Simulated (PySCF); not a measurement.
## Radial density of Ne³⁺ (neon, charge +3)

B97-3, [He] 2s2 2p3, high-spin 4S determinant. Calculation: PySCF 2.14, in dyall-acv3z (15s9p4d2f, 76 functions); the non-relativistic Hamiltonian (point nucleus).

```json
{"r (bohr)": "0.00203", "4πr²ρ (e/bohr)": "0.03143", "4πr²(ρα − ρβ)": "0.0000"}
{"r (bohr)": "0.00342", "4πr²ρ (e/bohr)": "0.08653", "4πr²(ρα − ρβ)": "0.0000"}
{"r (bohr)": "0.00575", "4πr²ρ (e/bohr)": "0.2336", "4πr²(ρα − ρβ)": "0.0001"}
{"r (bohr)": "0.00968", "4πr²ρ (e/bohr)": "0.6111", "4πr²(ρα − ρβ)": "0.0002"}
{"r (bohr)": "0.0163", "4πr²ρ (e/bohr)": "1.515", "4πr²(ρα − ρβ)": "0.0007"}
{"r (bohr)": "0.0274", "4πr²ρ (e/bohr)": "3.434", "4πr²(ρα − ρβ)": "0.0028"}
{"r (bohr)": "0.0461", "4πr²ρ (e/bohr)": "6.702", "4πr²(ρα − ρβ)": "0.0133"}
{"r (bohr)": "0.0775", "4πr²ρ (e/bohr)": "10.20", "4πr²(ρα − ρβ)": "0.0680"}
{"r (bohr)": "0.130", "4πr²ρ (e/bohr)": "10.38", "4πr²(ρα − ρβ)": "0.3259"}
{"r (bohr)": "0.219", "4πr²ρ (e/bohr)": "6.215", "4πr²(ρα − ρβ)": "1.2031"}
{"r (bohr)": "0.369", "4πr²ρ (e/bohr)": "4.828", "4πr²(ρα − ρβ)": "2.9673"}
{"r (bohr)": "0.620", "4πr²ρ (e/bohr)": "6.423", "4πr²(ρα − ρβ)": "3.7567"}
{"r (bohr)": "1.04", "4πr²ρ (e/bohr)": "3.121", "4πr²(ρα − ρβ)": "1.6856"}
{"r (bohr)": "1.75", "4πr²ρ (e/bohr)": "0.2812", "4πr²(ρα − ρβ)": "0.1511"}
{"r (bohr)": "2.95", "4πr²ρ (e/bohr)": "0.001821", "4πr²(ρα − ρβ)": "0.0011"}
```
